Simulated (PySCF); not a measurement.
CH₆ClNO₂Si, SMILES NC[Si](O)(O)Cl.

Geometry optimised at B3LYP-D3(BJ)/def2-SVP. The structure was generated by enumeration, and PubChem lists no compound with its InChIKey, so it may never have been made. The values are those of a single conformer.

Vertical ionisation energy (IE) and electron affinity (EA) in eV. Rows of orbital energies are one-electron estimates. Where ΔSCF, EOM or ADC give a negative EA the extra electron is unbound and the value depends on the basis.

```
level                                              IE    EA
-----------------------------------------------  ----  ----
−ε(HOMO), −ε(LUMO), CAM-B3LYP/def2-TZVP (PySCF)     …     …
−ε(HOMO), −ε(LUMO), PBE/def2-TZVP (PySCF)        5.34  0.43
```

Question: Some entries are withheld; supply them. (Estimate from the structure and the level; the computed values follow.)

Answer: 
- −ε(HOMO), −ε(LUMO), CAM-B3LYP/def2-TZVP (PySCF), IE: 8.19
- −ε(HOMO), −ε(LUMO), CAM-B3LYP/def2-TZVP (PySCF), EA: -1.23
